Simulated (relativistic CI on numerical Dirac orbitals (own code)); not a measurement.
## Level scheme of La33+

These numbers are calculated, not measured: Dirac-Coulomb-Breit CI, separate exchange-only KLI orbitals for each configuration, model QED, unscaled Slater integrals (own radial code, finite nucleus).

Configuration list (outside the closed core [Ne]): 3s2 3p6 3d6, 3s2 3p5 3d7, 3s2 3p4 3d8, 3s 3p6 3d7, 3p6 3d8, 3s 3p5 3d8, 3s2 3p6 3d5 4s, 3s2 3p6 3d5 4p, 3s2 3p6 3d5 4d, 3s2 3p4 3d7 4s, 3s2 3p5 3d6 4s, 3s2 3p6 3d5 4f, 3s2 3p6 3d4 4s2, 3s 3p6 3d6 4s, 3p6 3d7 4s, 3s2 3p6 3d5 5s. Levels of other configurations are missing.

```tsv
No.	Configuration	Term	J	E (cm⁻¹)	%	jj configuration (%)
41	3p5 3d7(4F)	5G°	5	2083466	74	3p3/2^3 3d3/2^3 3d5/2^4 (90)
42	3p5 3d7(4F)	5F°	4	2133126	45	3p3/2^3 3d3/2^3 3d5/2^4 (78)
43	3p5 3d7(4F)	3D°	2	2135873	40	3p3/2^3 3d5/2^3 (66)
44	3p5 3d7(2G)	3H°	6	2139208	67	3p3/2^3 3d3/2^3 3d5/2^4 (84)
45	3p5 3d7(4F)	5F°	3	2157689	36	3p3/2^3 3d5/2^3 (54)
46	3p5 3d7(2G)	1F°	3	2166984	21	3p3/2^3 3d3/2^3 3d5/2^4 (82)
47	3p5 3d7(4P)	5D°	4	2169142	56	3p3/2^3 3d3/2^3 3d5/2^4 (73)
48	3p5 3d7(2P)	3D°	2	2173446	37	3p3/2^3 3d3/2^3 3d5/2^4 (80)
49	3p5 3d7(2D)	3P°	1	2181281	59	3p3/2^3 3d3/2^3 3d5/2^4 (88)
50	3p5 3d7(2F)	3F°	4	2195684	35	3p3/2^3 3d3/2^3 3d5/2^4 (68)
51	3p5 3d7(4F)	3F°	2	2210915	31	3p3/2^3 3d3/2^3 3d5/2^4 (89)
52	3p5 3d7(4F)	3D°	1	2220600	35	3p3/2^3 3d3/2^3 3d5/2^4 (46)
53	3p5 3d7(4P)	5P°	3	2223942	51	3p3/2^3 3d5/2^3 (59)
54	3p5 3d7(2H)	3I°	7	2226432	100	3p3/2^3 3d3/2^3 3d5/2^4 (100)
55	3p5 3d7(2G)	3H°	5	2234615	57	3p3/2^3 3d3/2^3 3d5/2^4 (89)
56	3p5 3d7(2F)	3F°	3	2252029	34	3p3/2^3 3d3/2^3 3d5/2^4 (77)
57	3p5 3d7(2G)	3F°	4	2268319	28	3p3/2^3 3d3/2^3 3d5/2^4 (44)
58	3p5 3d7(2D)	3P°	1	2269473	35	3p3/2^3 3d5/2^3 (51)
59	3p5 3d7(2G)	1H°	5	2273523	51	3p3/2^3 3d3/2^3 3d5/2^4 (90)
60	3p5 3d7(4F)	5D°	3	2274756	30	3p3/2^3 3d3/2^3 3d5/2^4 (57)
61	3p5 3d7(2F)	1G°	4	2289892	54	3p3/2^3 3d3/2^3 3d5/2^4 (79)
62	3s2 3p5 3d7	1D°	2	2300441	22	3p3/2^3 3d3/2^3 3d5/2^4 (59)
63	3p5 3d7(4F)	5D°	0	2312118	65	3p3/2^3 3d3/2^3 3d5/2^4 (50)
64	3p5 3d7(4F)	5D°	2	2323541	35	3p3/2^3 3d3/2^3 3d5/2^4 (60)
65	3p5 3d7(2H)	3H°	6	2325800	75	3p3/2^3 3d3/2^3 3d5/2^4 (89)
66	3p5 3d7(2F)	3D°	1	2337588	44	3p3/2^3 3d5/2^3 (53)
67	3p5 3d7(2D)	3F°	4	2338571	36	3p3/2^3 3d3/2^2 3d5/2^5 (63)
68	3p5 3d7(2P)	3D°	3	2350270	36	3p3/2^3 3d3/2^2 3d5/2^5 (55)
69	3p5 3d7(4P)	5D°	2	2353994	20	3p3/2^3 3d3/2^3 3d5/2^4 (48)
70	3p5 3d7(2G)	3F°	3	2378374	37	3p3/2^3 3d3/2^3 3d5/2^4 (48)
71	3p5 3d7(2P)	3D°	2	2389110	32	3p3/2^3 3d3/2^3 3d5/2^4 (56)
72	3p5 3d7(2F)	3G°	5	2391366	42	3p3/2^3 3d3/2^3 3d5/2^4 (66)
73	3p5 3d7(4F)	5D°	1	2394098	33	3p3/2^3 3d3/2^2 3d5/2^5 (55)
74	3p5 3d7(2F)	3F°	3	2417413	31	3p3/2^3 3d3/2^3 3d5/2^4 (48)
75	3p5 3d7(2H)	3I°	6	2421251	50	3p3/2^3 3d3/2^2 3d5/2^5 (86)
76	3p5 3d7(2G)	3F°	2	2427559	40	3p3/2^3 3d3/2^2 3d5/2^5 (57)
77	3p5 3d7(2D)	3D°	3	2428094	39	3p3/2^3 3d3/2^3 3d5/2^4 (50)
78	3p5 3d7(2D)	3D°	1	2432530	41	3p3/2^3 3d3/2^3 3d5/2^4 (57)
79	3p5 3d7(2D)	3P°	0	2434094	55	3p3/2^3 3d3/2^3 3d5/2^4 (53)
80	3p5 3d7(2F)	3F°	4	2434741	43	3p3/2^3 3d3/2^3 3d5/2^4 (61)
81	3p5 3d7(2G)	1G°	4	2449879	35	3p3/2^3 3d3/2^3 3d5/2^4 (58)
82	3p5 3d7(2F)	3G°	5	2452538	68	3p3/2^3 3d3/2^2 3d5/2^5 (81)
83	3p5 3d7(2F)	3D°	2	2456011	47	3p3/2^3 3d3/2^3 3d5/2^4 (59)
84	3p5 3d7(2F)	3D°	1	2468264	34	3p3/2^3 3d3/2^3 3d5/2^4 (49)
85	3p5 3d7(2H)	3G°	3	2473744	37	3p3/2^3 3d3/2^3 3d5/2^4 (65)
86	3p5 3d7(2D)	3D°	2	2475113	33	3p3/2^3 3d3/2^3 3d5/2^4 (68)
87	3p5 3d7(2H)	3H°	4	2482112	27	3p3/2^3 3d3/2^2 3d5/2^5 (70)
88	3p5 3d7(2D)	3P°	1	2495443	40	3p3/2^3 3d3/2^3 3d5/2^4 (55)
89	3p5 3d7(2D)	3P°	0	2510718	79	3p3/2^3 3d3/2^3 3d5/2^4 (68)
90	3p5 3d7(2D)	3F°	3	2520889	29	3p3/2^3 3d3/2^3 3d5/2^4 (62)
91	3p5 3d7(2H)	3G°	4	2521068	29	3p3/2^3 3d3/2^3 3d5/2^4 (48)
92	3s2 3p5 3d7	3D°	1	2534812	23	3p3/2^3 3d3/2^3 3d5/2^4 (45)
93	3p5 3d7(2F)	3D°	2	2538547	29	3p3/2^3 3d3/2^2 3d5/2^5 (72)
94	3p5 3d7(2G)	3G°	5	2561579	35	3p3/2^3 3d3/2^2 3d5/2^5 (60)
95	3p5 3d7(2D)	3D°	2	2562287	39	3p3/2^3 3d3/2^2 3d5/2^5 (43)
96	3p5 3d7(2H)	3G°	3	2569526	25	3p3/2^3 3d3/2^3 3d5/2^4 (45)
97	3p5 3d7(2D)	3F°	4	2603499	70	3p3/2^3 3d3/2^2 3d5/2^5 (87)
98	3p5 3d7(2D)	3P°	0	2605192	77	3p3/2^3 3d3/2 3d5/2^6 (72)
99	3p5 3d7(2F)	3D°	3	2612192	33	3p3/2^3 3d3/2^2 3d5/2^5 (73)
100	3p5 3d7(4P)	3D°	1	2617363	51	3p3/2^3 3d3/2^2 3d5/2^5 (50)
101	3p5 3d7(2D)	3F°	3	2643802	33	3p3/2^3 3d3/2^2 3d5/2^5 (53)
102	3p5 3d7(2D)	1D°	2	2667796	34	3p3/2^3 3d3/2^2 3d5/2^5 (54)
103	3p5 3d7(2D)	3P°	1	2683919	30	3p3/2^3 3d3/2 3d5/2^6 (66)
104	3p5 3d7(2D)	3P°	2	2715642	26	3p3/2^3 3d3/2 3d5/2^6 (47)
105	3p5 3d7(2D)	3D°	3	2724032	30	3p3/2^3 3d3/2^2 3d5/2^5 (54)
106	3p5 3d7(2D)	3D°	1	2786809	38	3p3/2^3 3d3/2^2 3d5/2^5 (69)
107	3p5 3d7(4F)	5D°	4	2888395	31	3p1/2 3p3/2^4 3d5/2^3 (78)
108	3p5 3d7(4F)	3D°	3	2936617	23	3p1/2 3p3/2^4 3d3/2^3 3d5/2^4 (83)
109	3p5 3d7(4F)	3D°	2	2957278	31	3p1/2 3p3/2^4 3d3/2^3 3d5/2^4 (70)
110	3p5 3d7(4F)	3G°	5	2958452	70	3p1/2 3p3/2^4 3d3/2^3 3d5/2^4 (51)
```

Energies count from the lowest computed level; ° marks odd parity. Percentages are summed over parent terms; the parents shown are those of the largest component, closed shells are left out there. Filled j subshells are mostly left out of the jj labels.

The mean weight of the leading LS term, summed over parents, in these 70 levels is 42 %, and that of the leading jj configuration (from the same eigenvectors) 64 %, so jj coupling describes them better and the LS labels are nominal.

At this charge energies of transitions that change n are usually good to better than 1 %, and those within a shell (Δn = 0) to a few per cent. Terms inside the open d or f shell come out 10 to 20 % too wide with unscaled integrals.

LS names give the leading component of a level, which can be under half, so a name can repeat, a term be missing and a line seem to break the LS rules.
